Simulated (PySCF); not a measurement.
## How methods differ on the ionisation energy of Te²⁺

Te²⁺ [Kr] 4d10 5s2 5p2 (3P) → Te³⁺ [Kr] 4d10 5s2 5p1 (2P), as a difference of total energies. Computed with PySCF 2.14 in aug-cc-pVDZ-PP with ECP28MDF (5s4p3d, 32 functions), with a scalar-relativistic core potential. Correlated levels: valence: 4s2 4p6 4d10 frozen. The calculations carry no spin-orbit coupling.

```
           method  ionisation energy (eV)
              UHF                  26.936
              LDA                  27.689
              PBE                  27.491
             PBE0                  27.551
           r2SCAN                  27.688
             TPSS                  27.479
              M06                  27.189
          r2SCANh                  27.697
          r2SCAN0                  27.709
    MP2 (valence)                  27.153
SCS-MP2 (valence)                  27.100
```

Q: How much does correlation contribute at MP2 (valence)?

A: 27.153 − (26.936) = 0.217 eV, measured against UHF.

The reference lies between the lowest fine-structure levels, while these numbers refer to the centres of the terms.

Errors of the correlated levels include the incompleteness of this basis and the frozen core.

For comparison: 27.84 ± 0.04 eV (measured; NIST Atomic Spectra Database, ionization energies).
